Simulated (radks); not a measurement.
Se6+, 28 electrons, occupied as [Ar] 3d10.

Method: non-relativistic Kohn-Sham, PBE, spin-polarised, spherical densities, point nucleus; computed with a radial shooting solver on a logarithmic mesh with Libxc functionals.

Energy parts (hartree):
total: -2391.85422
kinetic: 2390.54873
electron-nucleus: -5628.87823
Hartree: 930.90510
exchange-correlation: -84.42982

Orbitals (lengths in bohr, moments of r in powers of bohr):
orbital  occ.  eigenvalue (hartree)     <r^2>      <r>   <1/r>       <r^4>
1s          2             -455.3675  0.002711  0.04499   33.50  0.00001867
2s          2             -60.62933   0.04707   0.2000   7.406    0.003814
2p          6             -54.77996   0.03647   0.1727   7.383    0.002656
3s          2             -10.76590    0.3909   0.5832   2.432      0.2420
3p          6              -8.74901    0.4086   0.5910   2.320      0.2812
3d         10              -5.17080    0.4620   0.6124   2.066      0.4465
4s          0              -3.24995     2.546    1.506  0.8886       9.365
4p          0              -2.72180     3.022    1.637  0.8108       13.37

The highest occupied level is 3d at -140.70 eV. The density falls to 0.001 e/bohr^3 at r = 2.02 bohr. Virial ratio -V/T = 2.00055. Summed over all electrons, <r^2> = 8.172 bohr^2, which gives a Langevin (diamagnetic) susceptibility term of -6.47 x 10^-6 cm^3/mol.
